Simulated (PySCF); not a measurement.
Computed IR spectrum (relative IR intensity) of a molecule C₃H₃N₂, multiplicity 2. The structure is a stationary point at PBE-D3(BJ)/def2-SVP. The values are those of a single conformer. Calculation: PBE-D3(BJ)/def2-SVP (PySCF). Frequencies are harmonic and unscaled.

```tsv
ν (cm⁻¹)	relative intensity
471	4.4
579	41
667	20
751	64
843	42
853	3.3
885	8.2
1009	15
1062	17
1153	9.0
1226	7.8
1371	8.2
1415	8.3
1497	6.7
3167	2.1
3578	100
```

**Question.** Which structure fits?
A) C1=CN=C[N]1
B) [c]1cn[nH]c1
C) [c]1ccn[nH]1
D) C1=C[N]N=C1

**Answer.** C, [c]1ccn[nH]1
